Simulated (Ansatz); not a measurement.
B₁₁. Total charge 0; doublet. Geometry r2SCAN-D4/def2-SVP; atoms count from 1.

```
atom   x (Å)   y (Å)   z (Å)
  B1   1.347  -0.548   0.302
  B2   0.292   2.952  -1.911
  B3  -0.983   0.500  -0.267
  B4  -0.349  -2.412   1.586
  B5  -0.179   1.690  -1.060
  B6   1.482   0.804  -0.597
  B7  -0.373  -0.979   0.622
  B8  -1.762  -1.795   1.236
  B9   1.052  -1.825   1.153
 B10   1.500   2.098  -1.470
 B11  -2.026  -0.485   0.406
```

The charge 0 doublet is spin-contaminated (final ⟨S²⟩ up to 1.13, 0.75 for a pure state). Another isomer (doublet) lies 0.90 eV lower at PBE0-D4/def2-TZVP; other spin states weren't run for this one.

(1) Estimate the Mulliken populations from the PBE0/def2-TZVP orbitals of Ansatz.

(2) Where does the spin sit?

(3) And the Mayer bond orders between heavy atoms (over 0.3)?

## Answers

(1) 
| atom | charge (e) | spin (α − β) |
| --- | --- | --- |
| B1 | -0.08 | 0.31 |
| B2 | 0.05 | -0.56 |
| B3 | -0.07 | 0.21 |
| B4 | 0.04 | -0.01 |
| B5 | -0.08 | 0.18 |
| B6 | 0.03 | 0.23 |
| B7 | 0.07 | -0.08 |
| B8 | 0.04 | 0.03 |
| B9 | 0.02 | 0.27 |
| B10 | 0.00 | 0.04 |
| B11 | -0.01 | 0.38 |
Mulliken values depend strongly on the basis.

(2) Summed by element: B 1.00, of 1 unpaired in all. Largest on single atoms: B2 -0.56, B11 0.38, B1 0.31.

(3) B1–B6 1.18 (1.63 Å); B1–B7 0.49 (1.80 Å); B1–B9 1.24 (1.56 Å); B2–B5 1.17 (1.59 Å); B2–B10 1.49 (1.54 Å); B3–B5 1.18 (1.64 Å); B3–B7 0.47 (1.83 Å); B3–B11 1.15 (1.58 Å); B4–B7 0.60 (1.73 Å); B4–B8 1.23 (1.58 Å); B4–B9 1.24 (1.58 Å); B5–B6 0.52 (1.94 Å); B5–B10 0.67 (1.78 Å); B6–B10 1.16 (1.56 Å); B7–B8 0.61 (1.72 Å); B7–B9 0.49 (1.74 Å); B7–B11 0.49 (1.74 Å); B8–B11 1.26 (1.57 Å).
